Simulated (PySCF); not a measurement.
Molecular orbitals of LiAs⁺

PW91 at R = 2.797 Å; basis Li pcseg-1, As pcseg-1; no relativity; PySCF 2.14. State: ⁴Σ⁻ (quartet), unpaired electrons σ ↑, π ↑↑. Only the outer orbitals are listed, counted within each symmetry.

```tsv
spin	orbital	occ.	ε (eV)	on Li (%)	main shells (%)
α	8σ	1	-20.16	0	100 As s
α	9σ	1	-11.87	10	89 As p
α	4π	1	-11.09	2	98 As p
α	4π	1	-11.09	2	98 As p
α	10σ	0	-6.88	97	94 Li s
α	5π	0	-5.39	96	96 Li p
α	5π	0	-5.39	96	96 Li p
β	8σ	1	-17.91	1	99 As s
β	9σ	0	-9.82	17	82 As p, 11 Li s
β	4π	0	-8.85	3	96 As p
β	4π	0	-8.85	3	96 As p
```

Question: Which are the highest filled and the lowest empty level, where do they sit, and how wide is the gap?

Answer: Highest filled α 4π at -11.09 eV (in %: 98 As p); lowest empty β 9σ at -9.82 eV (in %: 82 As p, 11 Li s); the gap at PW91 is 1.27 eV.

```json
{
 "bond order (Mayer)": "0.25",
 "⟨S²⟩": "3.750",
 "charge on Li (Mulliken, basis-dependent)": "0.87",
 "charge on Li (Löwdin, basis-dependent)": "0.66",
 "dipole moment (positive dipole points towards As; it is taken about the centre of mass and depends on that origin)": "-9.67 D"
}
```

Spin–orbit coupling is left out. The state was picked by a PBE0 search and need not be the measured ground state.
